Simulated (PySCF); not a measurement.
# Gas-phase XPS of `OB(O)CB(F)F`, computed

Species: CH4B2F2O2.
Structure used (PBE0-D3(BJ)/def2-SVP), in Å, numbered top down from 1:
```
atom  x, y, z in Å
O1    -1.1579    0.1291   -1.4524
B2    -0.7967    0.0741   -0.1380
O3    -1.3850    0.8108    0.8476
C4     0.3943   -0.8800    0.2653
B5     1.7005   -0.0427    0.2610
F6     2.1590    0.5684    1.3431
F7     2.4105    0.1410   -0.8416
H8    -1.8654    0.7457   -1.6621
H9    -2.0896    1.3998    0.5615
H10    0.2087   -1.2789    1.2725
H11    0.4647   -1.6888   -0.4760
```

Computed, not measured: PySCF 2.14.0, delta-SCF UKS SCAN, pcX-2 on the ionised atom, pcseg-1 elsewhere, spin-free X2C. Binding energies are ΔSCF values: E(core-ionised, relaxed orbitals) − E(ground state) at a fixed geometry, referred to the vacuum level.

Problem. List the computed XPS lines with their assignment.

Solution. 
```tsv
atom(s)	bonded to	level	binding energy (eV)	above the level's lowest (eV)	count
O1/O3	H and B	O 1s	539.55	0.00	2
B2	2 O and C	B 1s	197.78	0.00	1
C4	2 H and 2 B	C 1s	290.21	0.00	1
B5	2 F and C	B 1s	199.22	+1.44	1
F6/F7	B	F 1s	693.18	0.00	2
```

Lowest listed B 1s: B2, bonded to 2 O and C. Highest, 1.44 eV above it: B5, bonded to 2 F and C. Summing the Pauling electronegativity differences to the bonded atoms, each weighted by its formal bond order, gives +3.31 for the lowest site and +4.39 for the highest.

Problem. Which effective nuclear charge Zeff reproduces each element's mean 1s value in the hydrogen-like formula E = 13.606 eV × Zeff²?

Solution. B (Z = 5): mean 198.5 eV, Zeff = 3.82, Z − Zeff = 1.18; C (Z = 6): mean 290.2 eV, Zeff = 4.62, Z − Zeff = 1.38; O (Z = 8): mean 539.6 eV, Zeff = 6.30, Z − Zeff = 1.70; F (Z = 9): mean 693.2 eV, Zeff = 7.14, Z − Zeff = 1.86. Means run over the listed sites, weighted by atom count.

Problem. Express the binding energy of O 1s of O1/O3 in atomic units and per mole.

Solution. 539.55 eV = 19.8281 Eh = 52059 kJ/mol.

Topologically equivalent atoms share the value of their first member; where this conformer doesn't relate them by symmetry, their own values could differ. The structure is a single PBE0-D3(BJ)/def2-SVP conformer in the gas phase; no vibrational or solvent corrections.
